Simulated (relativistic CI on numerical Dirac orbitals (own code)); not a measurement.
**Electric-dipole lines of Rh⁸⁺**

Calculated at this level of theory: Dirac-Coulomb-Breit CI, KLI orbitals optimised for each configuration, model QED, unscaled Slater integrals (own radial code, finite nucleus).

CI space (outside the closed core [Ar] 3d10): 4s2.4p6.4d, 4s2.4p6.4f, 4s2.4p5.4d2, 4s2.4p6.5s, 4s2.4p6.5p, 4s.4p6.4d2, 4s2.4p5.4d.4f, 4s2.4p6.5d, 4s2.4p6.6s, 4s2.4p6.6p, 4s.4p6.4d.4f, 4s2.4p6.5f, 4s2.4p5.4d.5s, 4s2.4p6.5g, 4p6.4d3, 4p5.4d4, 4p5.4d3.4f. Double excitations out of closed p, d and f shells are left out; levels of such configurations are missing from the list, as are those of other unlisted configurations, and high levels can miss mixing partners. These lack a partner that the ground configuration has and come out too high: 4s2.4p5.4d.5s.

| λ vac (Å) | Lower | Upper | A (s⁻¹) | gf | Branching (%) |
| --- | --- | --- | --- | --- | --- |
| 171.38 | 4s2.4p6.4d 2D_3/2 [1] | 4s2.4p5.4d2 2D°_3/2 [54] | 5.73e+11 | 1.01e+01 | 90.4 |
| 173.00 | 4s2.4p6.4d 2D_5/2 [2] | 4s2.4p5.4d2 2D°_5/2 [53] | 6.04e+11 | 1.63e+01 | 97.4 |
| 175.44 | 4s2.4p6.5s 2S_1/2 [3] | 4s2.4p5.4d.5s 2P°_3/2 [142] | 5.84e+11 | 1.08e+01 | 97.9 |
| 175.48 | 4s2.4p6.5s 2S_1/2 [3] | 4s2.4p5.4d.5s 2P°_1/2 [141] | 5.83e+11 | 5.38e+00 | 97.8 |
| 176.00 | 4s2.4p6.4d 2D_5/2 [2] | 4s2.4p5.4d2 2P°_3/2 [52] | 3.86e+11 | 7.17e+00 | 90.1 |
| 177.08 | 4s2.4p6.4d 2D_3/2 [1] | 4s2.4p5.4d2 2P°_1/2 [51] | 4.22e+11 | 3.97e+00 | 100.0 |
| 179.73 | 4s2.4p6.4d 2D_5/2 [2] | 4s2.4p5.4d2 2F°_7/2 [50] | 4.62e+11 | 1.79e+01 | 100.0 |
| 182.34 | 4s2.4p6.4d 2D_3/2 [1] | 4s2.4p5.4d2 2F°_5/2 [49] | 4.55e+11 | 1.36e+01 | 98.3 |
| 202.53 | 4s2.4p5.4d2 4D°_1/2 [4] | 4s2.4p5.4d.4f 4F_3/2 [149] | 1.10e+11 | 2.71e+00 | 43.4 |
| 203.31 | 4s2.4p5.4d2 4D°_3/2 [5] | 4s2.4p5.4d.4f 4F_5/2 [148] | 7.53e+10 | 2.80e+00 | 36.7 |
| 208.32 | 4s2.4p5.4d2 2H°_9/2 [29] | 4s2.4p5.4d.4f 2I_11/2 [196] | 1.67e+11 | 1.30e+01 | 69.9 |
| 208.67 | 4s2.4p5.4d2 2H°_11/2 [24] | 4s2.4p5.4d.4f 2I_13/2 [180] | 2.42e+11 | 2.21e+01 | 99.6 |
| 210.34 | 4s2.4p5.4d2 4D°_7/2 [8] | 4s2.4p5.4d.4f 4F_9/2 [138] | 7.02e+10 | 4.66e+00 | 47.4 |
| 210.97 | 4s2.4p5.4d2 2F°_5/2 [10] | 4s2.4p5.4d.4f 4G_7/2 [145] | 5.87e+10 | 3.14e+00 | 33.1 |
| 211.37 | 4s2.4p5.4d2 2H°_9/2 [29] | 4s2.4p5.4d.4f 2H_11/2 [186] | 6.95e+10 | 5.59e+00 | 35.2 |
| 213.05 | 4s2.4p5.4d2 4G°_7/2 [13] | 4s2.4p5.4d.4f 4H_9/2 [144] | 6.24e+10 | 4.25e+00 | 61.6 |
| 213.15 | 4s2.4p5.4d2 4D°_7/2 [35] | 4s2.4p5.4d.4f 2G_9/2 [197] | 1.34e+11 | 9.12e+00 | 49.4 |
| 214.57 | 4s2.4p5.4d2 2D°_3/2 [18] | 4s2.4p5.4d.4f 2F_5/2 [150] | 1.02e+11 | 4.20e+00 | 58.0 |
| 216.08 | 4s2.4p5.4d2 4G°_9/2 [12] | 4s2.4p5.4d.4f 4H_11/2 [135] | 1.52e+11 | 1.28e+01 | 87.4 |
| 216.38 | 4s2.4p5.4d2 4G°_11/2 [11] | 4s2.4p5.4d.4f 4H_13/2 [133] | 1.73e+11 | 1.70e+01 | 100.0 |
| 216.39 | 4s2.4p5.4d2 2G°_7/2 [33] | 4s2.4p5.4d.4f 2H_9/2 [184] | 1.65e+11 | 1.16e+01 | 84.4 |
| 216.93 | 4s2.4p5.4d2 4F°_9/2 [21] | 4s2.4p5.4d.4f 4G_11/2 [154] | 1.06e+11 | 8.98e+00 | 94.2 |
| 216.97 | 4s2.4p5.4d2 4F°_7/2 [22] | 4s2.4p5.4d.4f 4G_9/2 [156] | 1.37e+11 | 9.64e+00 | 74.9 |
| 217.45 | 4s2.4p5.4d2 4F°_9/2 [21] | 4s2.4p5.4d.4f 2H_11/2 [152] | 7.99e+10 | 6.79e+00 | 93.5 |
| 219.03 | 4s2.4p5.4d2 2G°_9/2 [36] | 4s2.4p5.4d.4f 2H_11/2 [186] | 1.16e+11 | 1.00e+01 | 58.8 |
| 226.00 | 4s2.4p5.4d2 4D°_7/2 [8] | 4s2.4p5.4d.4f 4F_9/2 [112] | 3.73e+10 | 2.86e+00 | 59.4 |
| 226.35 | 4s2.4p5.4d2 4G°_11/2 [11] | 4s2.4p5.4d.4f 4G_11/2 [117] | 3.44e+10 | 3.17e+00 | 80.9 |
| 227.04 | 4s2.4p5.4d2 4D°_5/2 [7] | 4s2.4p5.4d.4f 4D_7/2 [109] | 4.02e+10 | 2.48e+00 | 56.3 |
| 637.98 | 4s2.4p6.5p 2P°_1/2 [6] | 4s2.4p6.5d 2D_3/2 [47] | 1.10e+10 | 2.68e+00 | 75.2 |
| 673.63 | 4s2.4p6.5p 2P°_3/2 [9] | 4s2.4p6.5d 2D_5/2 [48] | 1.16e+10 | 4.74e+00 | 86.8 |

Terms are leading LS components. Brackets give the number of a level in order of energy, since labels repeat. The list gives strong lines, with weight on those to low levels, without lines whose two gauges differ by over a factor of 2.5, among the lowest 200 of 1631 levels, so that lines to higher ones, which can be the strongest, are missing. Levels whose partners in the same complex of configurations lie outside the list can be far off, and so can their lines. Rates are taken at the computed energies, electric ones in the length gauge.

At this charge configurations can still be misplaced by up to about 7 % of their energy.

LS names give the leading component of a level, which can be under half, so a name can repeat, a term be missing and a line seem to break the LS rules.
